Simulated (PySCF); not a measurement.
**Working out the ionisation energy of Ge**

Ge [Ar] 3d10 4s2 4p2 (3P) → Ge⁺ [Ar] 3d10 4s2 4p1 (2P). Calculation: PySCF 2.14, in def2-TZVP (6s5p4d1f, 48 functions); no relativity, point nucleus. Frozen: [Ar] 3d10. Energies in hartree (1 hartree = 27.21139 eV):

```tsv
part	Ge (lower)	Ge⁺ (upper)
UHF	-2075.321003	-2075.047610
CCSD correlation	-0.064782	-0.051249
(T)	-0.001807	-0.000800
```

Question: What does Hartree-Fock give?

Answer: (-2075.047610) − (-2075.321003) = 0.273393 hartree = 7.439 eV.

Question: What do CCSD and CCSD(T) give?

Answer: The CCSD correlation energies differ by 0.013533 hartree = 0.368 eV and the triples by 0.001007 hartree = 0.027 eV, so CCSD gives 7.807 eV and CCSD(T) 7.834 eV.

Measured between the centres of the two terms (NIST): 7.925 eV, so CCSD(T) (valence) is off by -0.091 eV.

The calculation is non-relativistic.

What remains against the reference includes basis incompleteness, the frozen core and higher excitations.
